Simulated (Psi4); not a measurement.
H₂Te, charge +1, doublet, geometry from GFN2-xTB (a state made from the parent by changing its charge; the spin is typed, not shown lowest) (core potentials on Te); TPSS/def2-SV(P) (Psi4 1.11).

Here is a job for Psi4.
```
memory 2 GB

molecule {
1 2
Te   -0.00025533    0.04223806    0.00196862
H    -1.17931590   -1.10419009   -0.07625629
H     1.19259301   -1.09218903   -0.02611171
}

set {
  basis def2-sv(p)
  reference uks
}

energy('tpss')
print_variables()
```

What the program printed (banner, timings and long lists left out):

```
   => Loading Basis Set <=

    Name: DEF2-SV(P)
    Role: ORBITAL
    Keyword: BASIS

    !!!  WARNING: ECP capability is in beta. Please check occupations closely.  !!!

         ---------------------------------------------------------
                                   SCF
               by Justin Turney, Rob Parrish, Andy Simmonett
                          and Daniel G. A. Smith
                              UKS Reference
         ---------------------------------------------------------

  ==> Geometry <==

    Molecular point group: cs
    Full point group: Cs

    Geometry (in Angstrom), charge = 1, multiplicity = 2:

       Center              X                  Y                   Z               Mass
    ------------   -----------------  -----------------  -----------------  -----------------
         TE           0.017443645139     0.000105355456     0.000000000000   129.906222748000
         H           -1.131386391093     1.179422961208     0.000000000000     1.007825032230
         H           -1.117057513834    -1.193003026037     0.000000000000     1.007825032230

  Running in cs symmetry.

  Rotational constants: A =      6.51590  B =      5.94347  C =      3.10827 [cm^-1]
  Rotational constants: A = 195341.82664  B = 178180.78441  C =  93183.54196 [MHz]
  Nuclear repulsion =   15.651048586393308

  Charge       = 1
  Multiplicity = 2
  Electrons    = 25
  Nalpha       = 13
  Nbeta        = 12

  ==> Algorithm <==

  SCF Algorithm Type is DF.
  DIIS enabled.
  MOM disabled.
  Fractional occupation disabled.
  Guess Type is SAD.
  Energy threshold   = 1.00e-06
  Density threshold  = 1.00e-06
  Integral threshold = 1.00e-12

  ==> Primary Basis <==

  Basis Set: DEF2-SV(P)
    Blend: DEF2-SV(P)
    Number of shells: 14
    Number of basis functions: 30
    Number of Cartesian functions: 32
    Spherical Harmonics?: true
    Max angular momentum: 2

  Core potential: DEF2-SV(P)
    Number of shells: 4
    Number of ECP primitives: 18
    Number of ECP core electrons: 28
    Max angular momentum: 3

  ==> DFT Potential <==

   => LibXC <=

    Version 7.1.2
    S. Lehtola, C. Steigemann, M. J. T. Oliveira, and M. A. L. Marques,  SoftwareX 7, 1–5 (2018) (10.1016/j.softx.2017.11.002)

   => Composite Functional: TPSS <=

    TPSS Meta-GGA XC Functional

    J. Tao, et al., Phys. Rev. Lett., 91, 146401, 2003

    Deriv               =              1
    GGA                 =           TRUE
    Meta                =           TRUE

    Exchange Hybrid     =          FALSE
    MP2 Hybrid          =          FALSE

   => Exchange Functionals <=

    1.0000   XC_MGGA_X_TPSS

   => Correlation Functionals <=

    1.0000   XC_MGGA_C_TPSS

   => LibXC Density Thresholds  <==

    XC_MGGA_C_TPSS:  1.00E-15
    XC_MGGA_X_TPSS:  1.00E-15

   => Molecular Quadrature <=

    Radial Scheme          =       TREUTLER
    Pruning Scheme         =           NONE
    Nuclear Scheme         =       TREUTLER

    Blocking Scheme        =         OCTREE
    BS radius alpha        =              1
    Pruning alpha          =              1
    Radial Points          =             75
    Spherical Points       =            302
    Total Points           =          64387
    Total Blocks           =            543
    Max Points             =            256
    Max Functions          =             30
    Weights Tolerance      =       1.00E-15

   => Loading Basis Set <=

    Name: (DEF2-SV(P) AUX)
    Role: JKFIT
    Keyword: DF_BASIS_SCF

  ==> Integral Setup <==

  SCF_SUBTYPE=INCORE selected. In-core MEM_DF algorithm will be used.
  Using in-core AOs.

  ==> MemDFJK: Density-Fitted J/K Matrices <==

    J tasked:                   Yes
    K tasked:                    No
    wK tasked:                   No
    Algorithm:                 Core
    Schwarz Cutoff:           1E-12
    Mask sparsity (%):       0.0000
    Fitting Condition:        1E-10

   => Auxiliary Basis Set <=

  Basis Set: (DEF2-SV(P) AUX)
    Blend: DEF2-UNIVERSAL-JKFIT
    Number of shells: 58
    Number of basis functions: 254
    Number of Cartesian functions: 349
    Spherical Harmonics?: true
    Max angular momentum: 5

  Minimum eigenvalue in the overlap matrix is 2.7471819474E-02.
  Reciprocal condition number of the overlap matrix is 7.5178961558E-03.
    Using symmetric orthogonalization.

  ==> Pre-Iterations <==

  SCF Guess: Superposition of Atomic Densities via on-the-fly atomic UHF (no occupation information).

   -------------------------
    Irrep   Nso     Nmo
   -------------------------
     A'        22      22
     A"         8       8
   -------------------------
    Total      30      30
   -------------------------

  ==> Iterations <==

                           Total Energy        Delta E     RMS |[F,P]|

   @DF-UKS iter SAD:  -266.96964344255645   -2.66970e+02   0.00000e+00
   @DF-UKS iter   1:  -268.73634844480495   -1.76671e+00   1.05870e-02 DIIS/ADIIS
   @DF-UKS iter   2:  -268.74491876908826   -8.57032e-03   8.73130e-03 DIIS/ADIIS
   @DF-UKS iter   3:  -268.76597422724592   -2.10555e-02   1.06127e-03 DIIS/ADIIS
   @DF-UKS iter   4:  -268.76656915737550   -5.94930e-04   2.41568e-04 DIIS/ADIIS
   @DF-UKS iter   5:  -268.76660231121247   -3.31538e-05   2.95721e-05 DIIS
   @DF-UKS iter   6:  -268.76660342440459   -1.11319e-06   1.01700e-05 DIIS
   @DF-UKS iter   7:  -268.76660356276511   -1.38361e-07   2.34746e-06 DIIS
   @DF-UKS iter   8:  -268.76660356720669   -4.44157e-09   1.70679e-07 DIIS
  Energy and wave function converged.

  ==> Post-Iterations <==

   Electrons on quadrature grid:
      Nalpha   =   13.0000029894 ; deviation = 2.989e-06
      Nbeta    =   12.0000031258 ; deviation = 3.126e-06
      Ntotal   =   25.0000061153 ; deviation = 6.115e-06

   @Spin Contamination Metric:   3.206074587E-03
   @S^2 Expected:                7.500000000E-01
   @S^2 Observed:                7.532060746E-01
   @S   Expected:                5.000000000E-01
   @S   Observed:                5.000000000E-01

    Orbital Energies [Eh]
    ---------------------

    Alpha Occupied:

       1Ap    -6.398096     1App   -4.565136     2Ap    -4.561569
       3Ap    -4.556808     4Ap    -1.827423     2App   -1.826492
       3App   -1.822579     5Ap    -1.821474     6Ap    -1.818913
       7Ap    -0.907642     8Ap    -0.636148     9Ap    -0.584243
       4App   -0.518107

    Alpha Virtual:

      10Ap    -0.298342    11Ap    -0.259666    12Ap    -0.044821
       5App    0.009082     6App    0.014008    13Ap     0.015367
      14Ap     0.030051    15Ap     0.052218     7App    0.065976
      16Ap     0.190356    17Ap     0.212428    18Ap     0.285625
      19Ap     0.462467     8App   18.153675    20Ap    18.312229
      21Ap    18.320805    22Ap    52.080396

    Beta Occupied:

       1Ap    -6.395007     2Ap    -4.560124     1App   -4.558959
       3Ap    -4.555430     4Ap    -1.820395     5Ap    -1.819856
       2App   -1.819771     3App   -1.815958     6Ap    -1.815830
       7Ap    -0.882050     8Ap    -0.631135     9Ap    -0.573385

    Beta Virtual:

       4App   -0.455054    10Ap    -0.291557    11Ap    -0.246183
      12Ap    -0.015253    13Ap     0.025482    14Ap     0.033599
       5App    0.050221     6App    0.053486    15Ap     0.058150
       7App    0.089043    16Ap     0.192889    17Ap     0.224616
      18Ap     0.302757    19Ap     0.471865     8App   18.165172
      20Ap    18.315301    21Ap    18.324088    22Ap    52.082511

    Final Occupation by Irrep:
             Ap   App
    DOCC [     9,    3 ]
    SOCC [     0,    1 ]
    NA   [     9,    4 ]
    NB   [     9,    3 ]

  @DF-UKS Final Energy:  -268.76660356720669

   => Energetics <=

    Nuclear Repulsion Energy =             15.6510485863933084
    One-Electron Energy =                -491.3845184670453818
    Two-Electron Energy =                 228.0845050942568548
    DFT Exchange-Correlation Energy =     -21.1176387808114789
    Empirical Dispersion Energy =           0.0000000000000000
    VV10 Nonlocal Energy =                  0.0000000000000000
    Total Energy =                       -268.7666035672066869

  UHF NO Occupations:
  HONO-2 :    8 Ap 1.9995295
  HONO-1 :    9 Ap 1.9991350
  HONO-0 :    4App 1.0000000
  LUNO+0 :   10 Ap 0.0008650
  LUNO+1 :   11 Ap 0.0004705
  LUNO+2 :   12 Ap 0.0002425
  LUNO+3 :    5App 0.0000121

Computation Completed

Properties will be evaluated at   0.000000,   0.000000,   0.000000 [a0]

Properties computed using the SCF density matrix

 Multipole Moments:

 ------------------------------------------------------------------------------------
     Multipole            Electronic (a.u.)      Nuclear  (a.u.)        Total (a.u.)
 ------------------------------------------------------------------------------------

 L = 1.  Multiply by 2.5417464519 to convert [e a0] to [Debye]
 Dipole X            :          3.0773542           -3.4578141           -0.3804599
 Dipole Y            :          0.0185865           -0.0208844           -0.0022979
 Dipole Z            :          0.0000000            0.0000000            0.0000000
 Magnitude           :                                                    0.3804668

 ------------------------------------------------------------------------------------

  Variable Map:
  ----------------------------------------------------------------------------
  "CURRENT ENERGY"              =>    -268.766603567207
  "CURRENT REFERENCE ENERGY"    =>    -268.766603567207
  "DD SOLVATION ENERGY"         =>       0.000000000000
  "DFT FUNCTIONAL TOTAL ENERGY" =>    -268.766603567207
  "DFT TOTAL ENERGY"            =>    -268.766603567207
  "DFT VV10 ENERGY"             =>       0.000000000000
  "DFT XC ENERGY"               =>     -21.117638780811
  "GRID ELECTRONS ALPHA"        =>      13.000002989432
  "GRID ELECTRONS BETA"         =>      12.000003125843
  "GRID ELECTRONS TOTAL"        =>      25.000006115275
  "NUCLEAR REPULSION ENERGY"    =>      15.651048586393
  "ONE-ELECTRON ENERGY"         =>    -491.384518467045
  "PCM POLARIZATION ENERGY"     =>       0.000000000000
  "PE ENERGY"                   =>       0.000000000000
  "SCF ITERATION ENERGY"        =>    -268.766603567207
  "SCF ITERATIONS"              =>       8.000000000000
  "SCF TOTAL ENERGY"            =>    -268.766603567207
  "TWO-ELECTRON ENERGY"         =>     228.084505094257
  "XC GRID RADIAL POINTS"       =>      75.000000000000
  "XC GRID SPHERICAL POINTS"    =>     302.000000000000
  "XC GRID TOTAL POINTS"        =>   64387.000000000000

  Array Variable Map:
  ----------------------------------------------------------------------------
  "CURRENT DIPOLE"              =>      -0.380459908260 ... 0.000000000000 1 by 3
  "SCF DIPOLE"                  =>      -0.380459908260 ... 0.000000000000 1 by 3
  "SCF TOTAL ENERGIES"          =>    -266.969643442556 ... -268.766603567207 1 by 9
```
